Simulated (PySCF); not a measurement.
C5H12FPSi.
Bonds: F1–C2, C2–C3, C3–C4, C4–P5, P5–Si6, P5–C7, C7–C8, C2–C8. Hydrogens: H9 on C2; H10, H11 on C3; H12, H13 on C4; H14, H15, H16 on Si6; H17, H18 on C7; H19, H20 on C8.

NICS is the negative of the GIAO shielding at a point without a nucleus: at the ring centre (0) and 1 Å above and below it (1); zz is the component along the ring normal. Level: GIAO PBE0/pcSseg-1 (PySCF, non-relativistic, gas phase) on the GFN2-xTB geometry, one conformer.

Ring bond lengths (Å), with Mayer bond orders in brackets: C2–C3 1.523 (1.01), C3–C4 1.523 (1.00), C4–P5 1.861 (0.96), P5–C7 1.861 (0.96), C7–C8 1.524 (1.00), C8–C2 1.523 (1.01).

Problem. Give the NICS values of each ring in ppm.

Solution. 
```csv
ring,type,NICS(0),"NICS(1), two faces","NICS(1)zz, two faces",rms pucker (Å),"centre to ring atoms, mean (Å)"
C2–C3–C4–P5–C7–C8,6-membered ring with P; formal bonds all single,-3.4,-1.9 / -3.6,3.1 / 1.0,0.24,1.57
```

Problem. What do they say, and how far can they be read as aromaticity?

Solution. 
- C2–C3–C4–P5–C7–C8: mean NICS(1)zz 2.1 ppm, near zero. C2, C3, C4, C7, C8 have four or more neighbours, and the NICS criterion for π rings isn't applied.

Problem. What are the shieldings of the ring atoms and their hydrogens in the same run (means over atoms taken as equivalent)?

Solution. 
```tsv
atoms	environment	σ isotropic (ppm)	principal values of the symmetric part, first atom (ppm)
C2	sp3 C–F carbon	90.8	57.4, 71.0, 143.9
C3 (×2)	ring CH2 carbon	151.5	143.9, 150.6, 160.2
C4 (×2)	sp3 carbon bound to phosphorus	165.4	156.2, 167.3, 173.1
P5	three-coordinate phosphorus	443.1	403.1, 452.8, 473.6
H9	methine hydrogen	27.37	23.8, 28.2, 30.1
H10 (×2)	methylene hydrogen	29.88	26.5, 29.8, 33.4
H11 (×2)	methylene hydrogen	29.34	24.4, 27.7, 35.9
H12 (×2)	methylene hydrogen	29.79	24.6, 28.2, 36.5
H13 (×2)	methylene hydrogen	29.93	24.7, 27.5, 37.6
```

The run took about 70 s of CPU time (one thread, shared machine). This is the whole shielding run at PBE0/pcSseg-1, SCF included.
